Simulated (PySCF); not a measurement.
Question: Write a Z-matrix for InChI=1S/C6H13N/c1-4-5-6(2)7-3/h4-5H2,1-3H3/b7-6- as optimised with GFN2-xTB.

Answer: 
Z-matrix in Å and degrees, rows numbered from 1:
```
C 
C   1  1.5237
C   2  1.5333  1  111.53
C   3  1.5117  2  110.83  1  -178.53
C   4  1.4977  3  115.42  2    88.90
N   4  1.2599  3  126.97  2   -90.39
C   6  1.4365  4  123.01  3    -1.27
H   1  1.0882  2  110.46  3    60.35
H   1  1.0880  2  110.74  3   -59.62
H   1  1.0876  2  110.48  3  -179.73
H   2  1.0924  1  109.31  3  -121.01
H   2  1.0922  1  109.62  3   121.40
H   3  1.0920  2  109.06  1   -57.98
H   3  1.0925  2  109.01  1    60.15
H   5  1.0884  4  110.30  3   -53.61
H   5  1.0854  4  109.92  3  -174.66
H   5  1.0892  4  109.77  3    65.18
H   7  1.0946  6  112.12  4   -57.65
H   7  1.0930  6  111.89  4    63.86
H   7  1.0901  6  107.34  4  -177.00
```

The C–N distances run from 1.260 Å (C4=N6, drawn double) to 1.436 Å (N6–C7, drawn single), a spread of 0.176 Å. The 4 C–C bonds span 1.498 Å (C4–C5, drawn single) to 1.533 Å (C2–C3, drawn single), a spread of 0.035 Å. Of the pairs four or more bonds apart, C7···H14 is among the closest relative to their van der Waals radii: 2.65 Å, 91 % of the sum of Bondi's values.

Structure optimised with GFN2-xTB, isolated species.

Point group: C1 (no symmetry element, even within 0.4 Å). Not checked by GFN2-xTB frequencies. The numbers are those of one conformer (C1–C2–C3–C4 -179°, C2–C3–C4–C5 89°).

These are computed values.
